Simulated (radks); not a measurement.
The numbers below are computed, except where a source is named.
Coherent X-ray form factor from a spherical all-electron density. Level of theory: non-relativistic Kohn-Sham, r2SCAN, spin-polarised, spherical densities, point nucleus; meta-GGA in the generalised Kohn-Sham scheme (a radial shooting solver on a logarithmic mesh with Libxc functionals).

sin(theta)/lambda (1/angstrom),f0 (electrons)
0.05,19.117
0.1,17.354
0.15,15.718
0.2,14.292
0.25,12.952
0.3,11.697
0.4,9.637
0.5,8.257
0.6,7.371
0.8,6.204
1,5.184
1.25,3.982
1.5,3.016
2,1.895

The species is in the configuration that NIST lists as its ground one. Which atom or ion scatters so?

Answer. Neutral calcium, [Ar] 4s2. Extrapolating in s^2 from the first two rows gives f0(0) = 19.7, near the electron count 20; among species with that count, the fall with angle is slower the higher Z, and the table is that of Z = 20; from so few rows the species is fixed only to a neighbour or two.
